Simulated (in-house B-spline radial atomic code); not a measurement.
Configurations of O V (O4+), with energies counted from [He] 2s2. Level of theory: non-relativistic M06-2X, spin-polarised, spherical fractional occupations, point nucleus; calculated with a radial B-spline atomic code at the basis-set limit. Caution: exact exchange at fractional occupations of open shells leaves self-interaction of up to several eV. Shells without spins written out take the highest spin.

| configuration | E - E(ref) (eV) | highest orbital | its <r> (bohr) |
| --- | --- | --- | --- |
| [He] 2s1 2p1 | 13.85 | 2p up | 0.8687 |
| [He] 2s1 3p1 | 71.883 | 3p up | 2.269 |
| [He] 2s(1 up, 0 down) 3d(1 up, 0 down) | 75.296 | 3d up | 2.034 |

**Question.** Order these further configurations by energy, lowest first.
A. [He] 2s(0 up, 1 down) 3s(0 up, 1 down)
B. [He] 2s(0 up, 1 down) 2p(1 up, 0 down)
C. [He] 2s(0 up, 1 down) 3p(1 up, 0 down)

**Answer.** B (17.346 eV), A (66.403 eV), C (72.428 eV).
